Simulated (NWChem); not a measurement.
System: SiH3S3F; SMILES F[Si](S)(S)S

NWChem input:

```
start job
memory heap 200 mb stack 900 mb global 1100 mb
geometry units angstroms
  F     -1.407408     1.083466     0.385913
  Si    -0.154153     0.118773     0.042264
  S     -0.958491    -1.821188    -0.355150
  S      0.814531     0.950478    -1.671734
  S      1.116398     0.122234     1.760760
  H     -1.383258    -2.033664     0.881203
  H     -0.189727     0.720647    -2.504073
  H      1.466609     1.394894     1.651982
end
basis spherical
  * library def2-svp
end
dft
  xc pbe0
  iterations 150
end
driver
  maxiter 120
end
task dft optimize
task dft freq
```

Excerpt of the output:

```
             Northwest Computational Chemistry Package (NWChem) 7.3.0
             --------------------------------------------------------

 C3  symmetry detected

                             Geometry "geometry" -> ""
                             -------------------------

 Output coordinates in angstroms (scale by  1.889725989 to convert to a.u.)

  No.       Tag          Charge          X              Y              Z
 ---- ---------------- ---------- -------------- -------------- --------------
    1 F                    9.0000     0.00000000     0.00000000    -1.82849156
    2 Si                  14.0000     0.00000000    -0.00000000    -0.21004342
    3 S                   16.0000    -0.69694983     1.92370407     0.40764797
    4 S                   16.0000    -1.31750168    -1.56542829     0.40764797
    5 S                   16.0000     2.01445150    -0.35827578     0.40764797
    6 H                    1.0000     0.35014346     2.58863192    -0.05669026
    7 H                    1.0000    -2.41689273    -0.99108283    -0.05669026
    8 H                    1.0000     2.06674928    -1.59754909    -0.05669026

 Effective nuclear repulsion energy (a.u.)     443.3125990992

      Symmetry information
      --------------------

 Group name             C3
 Group number              5
 Group order               3
 No. of unique centers     4

                                Z-matrix (autoz)
                                --------

 Units are Angstrom for bonds and degrees for angles

[...]

      ----------------------
      Optimization converged
      ----------------------

  Step       Energy      Delta E   Gmax     Grms     Xrms     Xmax
  ---- ---------------- -------- -------- -------- -------- --------
@    7   -1584.69494886 -1.1D-07  0.00002  0.00000  0.00029  0.00071
                                     ok       ok       ok       ok

                                Z-matrix (autoz)
                                --------

 Units are Angstrom for bonds and degrees for angles

[...]

 Rotational Constants
 --------------------
 A=   0.058014 cm-1  (  0.083468 K)
 B=   0.058014 cm-1  (  0.083468 K)
 C=   0.041569 cm-1  (  0.059808 K)

 Temperature                      =   298.15K
 frequency scaling parameter      =   1.0000

 Zero-Point correction to Energy  =   20.610 kcal/mol  (  0.032844 au)
 Thermal correction to Energy     =   25.856 kcal/mol  (  0.041204 au)
 Thermal correction to Enthalpy   =   26.448 kcal/mol  (  0.042147 au)

 Total Entropy                    =   88.422 cal/mol-K
   - Translational                =   40.826 cal/mol-K (mol. weight = 145.9150)
   - Rotational                   =   26.640 cal/mol-K (symmetry #  =        3)
   - Vibrational                  =   20.957 cal/mol-K

 Cv (constant volume heat capacity) =   26.867 cal/mol-K
   - Translational                  =    2.979 cal/mol-K
   - Rotational                     =    2.979 cal/mol-K
   - Vibrational                    =   20.908 cal/mol-K

[normal modes left out]

 ----------------------------------------------------------------------------
 Normal Eigenvalue ||           Projected Infra Red Intensities
  Mode   [cm**-1]  || [atomic units] [(debye/angs)**2] [(KM/mol)] [arbitrary]
 ------ ---------- || -------------- ----------------- ---------- -----------
    1       -0.000 ||    0.000052           0.001         0.051       0.022
    2       -0.000 ||    0.000008           0.000         0.008       0.003
    3        0.000 ||    0.000073           0.002         0.071       0.030
    4        0.000 ||    0.000045           0.001         0.044       0.019
    5        0.000 ||    0.000005           0.000         0.005       0.002
    6        0.000 ||    0.000002           0.000         0.002       0.001
    7      107.935 ||    0.007552           0.174         7.362       3.132
    8      108.021 ||    0.007541           0.174         7.351       3.127
    9      183.219 ||    0.005047           0.116         4.920       2.093
   10      183.290 ||    0.005052           0.117         4.925       2.095
   11      188.143 ||    0.000022           0.001         0.021       0.009
   12      259.345 ||    0.023735           0.548        23.138       9.843
   13      259.376 ||    0.023730           0.547        23.133       9.841
   14      293.804 ||    0.040209           0.928        39.197      16.675
   15      422.128 ||    0.001578           0.036         1.538       0.654
   16      589.332 ||    0.144627           3.337       140.990      59.979
   17      589.338 ||    0.144636           3.337       140.999      59.982
   18      713.708 ||    0.006379           0.147         6.219       2.646
   19      758.874 ||    0.025776           0.595        25.128      10.690
   20      758.895 ||    0.025771           0.595        25.123      10.687
   21      905.478 ||    0.113569           2.620       110.713      47.099
   22     2700.655 ||    0.001437           0.033         1.401       0.596
   23     2701.020 ||    0.000934           0.022         0.911       0.388
   24     2701.028 ||    0.000934           0.022         0.911       0.388
 ----------------------------------------------------------------------------
```

Level: PBE0/def2-SVP.
